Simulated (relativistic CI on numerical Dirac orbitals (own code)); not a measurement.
## What each ingredient does to the levels of Ba15+

Base calculation: Dirac-Coulomb-Breit CI, orbitals from a KLI potential per configuration, model QED (radiative potential, 1s self-energy scaled to tabulated hydrogen-like ionisation energies), unscaled Slater integrals.

CI space (outside the closed core [Ar] 3d10): 4s²4p⁶4d⁵, 4s²4p⁵4d⁶, 4s²4p⁶4d⁴4f, 4s4p⁶4d⁶, 4s²4p⁶4d⁴5s, 4s²4p⁵4d⁵4f, 4s²4p⁶4d⁴5p, 4s4p⁶4d⁵4f, 4s²4p⁶4d³4f5s, 4s²4p⁶4d⁴5d, 4s²4p⁶4d³5s5p, 4s²4p⁵4d⁵5s, 4s²4p⁶4d⁴5f, 4s²4p⁶4d⁴6s, 4s²4p⁶4d⁴6p, 4s²4p⁶4d⁴5g, 4s²4p⁶4d⁴6f, 4s²4p⁶4d⁴7p, 4p⁶4d⁶5p, 4p⁶4d⁷, 4p⁵4d⁸, 4p⁵4d⁷4f, 4s²4p⁶4d³5s², 4s²4p⁶4d²4f5s², 4s²4p⁵4d³4f5s², 4s²4p⁶4d²5s²5p. Double excitations out of closed p, d and f shells are left out; levels of such configurations are missing from the list, as are those of other unlisted configurations, and high levels can miss mixing partners. These lack a partner that the ground configuration has and come out too high: 4s²4p⁵4d⁵5s.

The lowest level and the first level of each name with at least 55 % of one term (blank where a level has no safe partner in the second run):

```csv
Level,Base (cm⁻¹),Shift (cm⁻¹)
4s²4p⁶4d⁵ ⁶S5/2,0,0
4s²4p⁶4d⁵ ⁴G7/2,52563,+1671
4s²4p⁶4d⁵ ⁴G11/2,54081,+2152
4s²4p⁶4d⁵ ⁴G9/2,56561,+2099
4s²4p⁶4d⁵ ⁴D7/2,69737,+1704
4s²4p⁶4d⁵ ²I11/2,77488,+3375
4s²4p⁶4d⁵ ⁴D1/2,80952,+244
4s²4p⁶4d⁵ ²I13/2,84169,+4055
4s²4p⁶4d⁵ ²G7/2,106497,+2125
4s²4p⁶4d⁵ ²H11/2,121693,+611
4s²4p⁶4d⁵ ²S1/2,124479,+1816
4s²4p⁶4d⁵ ²P3/2,179138,-21
4s²4p⁶4d⁵ ²P1/2,187742,+623
4s²4p⁵4d⁶ ⁶F°11/2,750573,-23878
```

At this charge energies of transitions that change n are usually good to better than 1 %, and those within a shell (Δn = 0) to a few per cent. Terms inside the open d or f shell come out 10 to 20 % too wide with unscaled integrals. Levels and lines within the n = 5 or 6 shells can be off by up to 10 % or somewhat more, and those that change n by about 2 %, since core polarisation is missing.

Problem. One thing was changed in a second run, which moved the levels as shown. Which?
A. QED terms removed
B. Breit term removed
C. only the first 3 configurations
D. P86 correlation estimate

Solution. C. Only the first 3 configurations. With fewer configurations the levels that remain lose their mixing partners.

LS names give the leading component of a level, which can be under half, so a name can repeat, a term be missing and a line seem to break the LS rules.
